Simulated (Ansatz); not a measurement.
Cost and result up the ladder for `c1csc(-c2ccc(-c3ccc(-c4cccs4)s3)s2)c1` (30 atoms). The state is a singlet with charge 0. Geometry: PBE-D4/def2-SVP.

```xyz
30

C     5.828   -3.759    0.076
C     5.211   -4.466    1.092
S     3.636   -3.840    1.437
C     3.780   -2.607    0.201
C     2.718   -1.660   -0.057
C     2.691   -0.631   -1.001
C     1.490    0.114   -0.989
C     0.568   -0.325   -0.036
C    -0.746    0.185    0.262
C    -1.672   -0.250    1.212
C    -2.870    0.502    1.219
C    -2.889    1.529    0.274
C    -3.927    2.493   -0.011
C    -3.941    3.521   -0.954
C    -5.147    4.276   -0.947
C    -6.051    3.828   -0.001
S    -5.431    2.480    0.890
S    -1.389    1.550   -0.630
S     1.221   -1.688    0.850
C     5.021   -2.704   -0.431
H     6.836   -3.993   -0.296
H     5.593   -5.322    1.662
H     3.528   -0.429   -1.683
H     1.287    0.961   -1.659
H    -1.475   -1.097    1.884
H    -3.713    0.308    1.897
H    -3.096    3.715   -1.630
H    -5.345    5.123   -1.617
H    -7.052    4.215    0.226
H     5.332   -2.029   -1.240
```

Ansatz on 2 threads of AMD EPYC 7R13 on a shared host and a share (18 GiB) of an NVIDIA H100 80GB HBM3. Times are rough, and most runs start from the orbitals of an earlier one. PBE0-D4/def2-TZVP serves as the yardstick here, not as an exact answer. Differences are given only for rows in sets of like size (and for xTB, whose basis is part of the method), since another set adds its own error. Binding counts from free atoms at the same level (C triplet, S triplet, H doublet; other spins of the atoms weren't run), without zero-point energy or a counterpoise term.

Single mean-field runs in def2-TZVP are fitted with def2-universal-jkfit.

```
                          level  functions  wall time  binding energy per atom (eV)  difference from PBE0-D4/def2-TZVP (eV)
               PBE0-D4/def2-SVP        346      4.2 s                          5.24                                       –
                PBE-D4/def2-SVP        346      6.5 s                          5.39                                       –
            r2SCAN-D4/def2-TZVP        704        8 s                          5.13                                   -0.05
 PBE-D4/def2-TZVP (with forces)        704        9 s                          5.32                                    0.14
PBE0-D4/def2-TZVP (with forces)        704       10 s                          5.18                                    0.00
```
